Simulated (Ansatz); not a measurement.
Potential energy curve for B-trichloroborazine, H3B3Cl3N3, SMILES B1(NB(Cl)NB(Cl)N1)Cl. The N3–H12 bond (N3 also carries B, B; H12 carries nothing else) is pulled apart rigidly from the PBE0/def2-SVP optimised geometry.

Computed with: RKS-PBE = restricted PBE/cc-pVDZ (Ansatz, a quantum-chemistry and plane-wave program); UKS-PBE = unrestricted PBE/cc-pVDZ (Ansatz); RKS-PBE0 = restricted PBE0/cc-pVDZ in Ansatz; UCCSD(T) = CCSD(T) on UHF/cc-pVDZ, frozen core (Ansatz).

Energies relative to the lowest point of each curve near equilibrium, in kJ/mol; the last columns give the difference from UCCSD(T):

| R / Å | RKS-PBE | UKS-PBE | RKS-PBE0 | UCCSD(T) | RKS-PBE − UCCSD(T) | UKS-PBE − UCCSD(T) | RKS-PBE0 − UCCSD(T) |
|---|---|---|---|---|---|---|---|
| 0.83 | 118.4 | 118.4 | 112.6 | 117.6 | 0.8 | 0.8 | -5.0 |
| 0.89 | 47.9 | 47.9 | 43.9 | 46.8 | 1.1 | 1.1 | -3.0 |
| 0.95 | 12.0 | 12.0 | 9.9 | 11.2 | 0.8 | 0.8 | -1.3 |
| 0.97 | 5.8 | 5.8 | 4.3 | 5.2 | 0.6 | 0.6 | -0.8 |
| 1.01 | 0.0 | 0.0 | 0.0 | 0.0 | 0.0 | 0.0 | 0.0 |
| 1.04 | 0.5 | 0.5 | 1.7 | 1.1 | -0.6 | -0.6 | 0.6 |
| 1.07 | 4.4 | 4.4 | 6.7 | 5.6 | -1.2 | -1.2 | 1.1 |
| 1.14 | 23.3 | 23.3 | 28.4 | 26.2 | -3.0 | -3.0 | 2.2 |
| 1.23 | 60.7 | 60.7 | 69.8 | 66.2 | -5.5 | -5.5 | 3.6 |
| 1.34 | 116.4 | 116.4 | 130.5 | 124.9 | -8.5 | -8.5 | 5.6 |
| 1.48 | 191.3 | 191.3 | 212.2 | 202.8 | -11.4 | -11.4 | 9.4 |
| 1.66 | 282.8 | 282.8 | 312.6 | 298.2 | -15.4 | -15.4 | 14.4 |
| 1.89 | 382.8 | 382.8 | 423.9 | 398.4 | -15.6 | -15.6 | 25.5 |
| 2.15 | 471.2 | 462.9 | 524.6 | 479.3 | -8.0 | -16.4 | 45.3 |
| 2.45 | 545.5 | 504.3 | 611.5 | 523.4 | 22.1 | -19.0 | 88.2 |
| 2.96 | 622.9 | 529.6 | 706.4 | 538.8 | 84.1 | -9.2 | 167.6 |

RKS-PBE is furthest from UCCSD(T) at 2.96 (84.1 kJ/mol, above); its mean absolute difference over the points is 11.2 kJ/mol.

UKS-PBE is furthest from UCCSD(T) at 2.45 (-19.0 kJ/mol, below); its mean absolute difference over the points is 6.8 kJ/mol.

RKS-PBE0 is furthest from UCCSD(T) at 2.96 (167.6 kJ/mol, above); its mean absolute difference over the points is 23.3 kJ/mol.

The restricted form behind RKS-PBE, RKS-PBE0 keeps the bonding electrons paired and can't separate into open-shell fragments. The unrestricted determinant behind UKS-PBE is spin-contaminated at 2.15 to 2.96 Å (<S²> up to 0.9, against 0.00 for a pure singlet). The unrestricted determinant behind UCCSD(T) is spin-contaminated at 1.66 to 2.96 Å (<S²> up to 1.0, against 0.00 for a pure singlet).
